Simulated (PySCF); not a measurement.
Gas-phase equilibrium of 1 mol GeCl₄, 55 mol H₂ at 1400 K and 0.100 bar, among 17 species (GeH₄, Ge₂H₆, GeH₃Cl, HCl, GeCl₃, H, H₂, Ge₃H₈, GeHCl₃, GeH₃, GeCl₄, Cl, Cl₂, GeCl₂, GeHCl, GeH₂, GeH₂Cl₂). Only gases are allowed; each row takes one source of thermochemistry for all species, and Cantera finds the minimum.

Computed with PySCF and rigid-rotor harmonic-oscillator thermochemistry at 1 bar. † marks an energy on the PBE0/def2-TZVP geometry and frequencies; other levels use their own. CCSD(T) freezes the core. 6-31G* has spherical d functions here. Open shells (unrestricted) among the columns below: H (multiplicity 2); the rest are closed-shell singlets. B3LYP is the form with VWN-RPA correlation. Ge: all electrons, no relativistic terms. GeHCl, GeH₂: computed as isolated molecules; such fragments, hydroxides, amides, oligomers or adducts are transient or little studied in the gas. CCSD(T) isn't extrapolated to the basis-set limit. The harmonic model lacks anharmonicity and excited electronic states, which grow with temperature; levels with a mode under 35 cm⁻¹ are left out.

Molecules larger than those listed are left out, and so are free Ge atoms, whose spin-orbit terms are large.

With B3LYP/6-31G* thermochemistry: H₂ 0.95, HCl 0.035, GeCl₂ 0.018, GeHCl 4.1e-5, H 1.5e-5, GeH₂ 7.2e-8.

Question: How far does the composition move with the other sources (BLYP/def2-TZVP†, CCSD(T)/def2-SVP†, M06-2X/def2-TZVP†, PBE0/def2-SVP†, PBE0/def2-TZVP)?

Answer: 
```json
[
 {"thermochemistry": "B3LYP/6-31G*", "x H₂": "0.95", "x HCl": "0.035", "x GeCl₂": "0.018", "x GeHCl": "4.1e-5", "x H": "1.5e-5", "x GeH₂": "7.2e-8"},
 {"thermochemistry": "BLYP/def2-TZVP†", "x H₂": "0.95", "x HCl": "0.035", "x GeCl₂": "0.017", "x GeHCl": "6.2e-5", "x H": "1.6e-5", "x GeH₂": "1.6e-7"},
 {"thermochemistry": "CCSD(T)/def2-SVP†", "x H₂": "0.95", "x HCl": "0.036", "x GeCl₂": "0.017", "x GeHCl": "0.00053", "x H": "4.6e-5", "x GeH₂": "1.5e-5"},
 {"thermochemistry": "M06-2X/def2-TZVP†", "x H₂": "0.95", "x HCl": "0.035", "x GeCl₂": "0.017", "x GeHCl": "4.7e-5", "x H": "2.0e-5", "x GeH₂": "8.9e-8"},
 {"thermochemistry": "PBE0/def2-SVP†", "x H₂": "0.95", "x HCl": "0.035", "x GeCl₂": "0.017", "x GeHCl": "0.00016", "x H": "5.8e-5", "x GeH₂": "1.4e-6"},
 {"thermochemistry": "PBE0/def2-TZVP", "x H₂": "0.95", "x HCl": "0.035", "x GeCl₂": "0.017", "x GeHCl": "0.00012", "x H": "4.0e-5", "x GeH₂": "6.0e-7"}
]
```
The most sensitive of these is GeH₂: it spans a factor of 10^2.3 over these rows; at this temperature one factor of ten is RT ln 10 = 27 kJ/mol.
